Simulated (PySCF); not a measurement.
Molecule: 2-fluoroanisole, C$_{7}$H$_{7}$FO.

Bonds (- single, = double, # triple, : aromatic): C1-O2, O2-C3, C3:C4, C4:C5, C5:C6, C6:C7, C7:C8, C8-F9, C8:C3. C1 carries H10, H11, H12; C4 carries H13; C5 carries H14; C6 carries H15; C7 carries H16.

Frames of a GFN2-xTB Langevin trajectory at 400 K; GIAO PBE0/pcSseg-1 shieldings in PySCF, gas phase, non-relativistic; equivalent atoms averaged within each frame.

Referencing at the same level of theory: $^{13}$C (σref 186.93), $^{1}$H (σref 31.72) vs TMS; H2O for $^{17}$O (σref 336.08); CFCl3 for $^{19}$F (σref 170.95). The references are static minima.

How do the shifts (ppm) fluctuate along the trajectory?

Answers


| time (fs) | C8 | C3 | C5 | C7 | C6 | C4 | C1 | O2 | F9 | H16 |
| --- | --- | --- | --- | --- | --- | --- | --- | --- | --- | --- |
| optimised geometry | 162.6 | 155.3 | 128.8 | 122.7 | 125.3 | 115.0 | 55.6 | 90.0 | -140.2 | 7.40 |
| 250 | 162.4 | 155.9 | 130.7 | 124.4 | 122.9 | 120.9 | 61.9 | 68.2 | -130.3 | 7.42 |
| 425 | 171.5 | 161.1 | 123.8 | 130.9 | 131.2 | 123.7 | 56.3 | 54.2 | -115.8 | 8.46 |
| 625 | 165.2 | 145.7 | 128.6 | 126.4 | 122.3 | 115.8 | 49.5 | 55.6 | -132.8 | 6.60 |
| 800 | 158.0 | 155.0 | 131.8 | 120.5 | 123.7 | 115.2 | 53.6 | 80.6 | -143.7 | 6.88 |
| 1000 | 177.1 | 163.2 | 118.3 | 133.5 | 122.1 | 114.4 | 61.7 | 93.9 | -124.2 | 7.89 |
| mean of frames | 166.8 | 156.2 | 126.6 | 127.2 | 124.4 | 118.0 | 56.6 | 70.5 | -129.4 | 7.45 |
| standard deviation | 7.6 | 6.8 | 5.6 | 5.2 | 3.8 | 4.1 | 5.3 | 16.9 | 10.3 | 0.75 |

5 frames give an uncertainty of the mean of about the standard deviation over 2.2 at best, since frames this close in time may not be independent; classical motion lacks zero-point vibration, and the reference would need the same averaging.
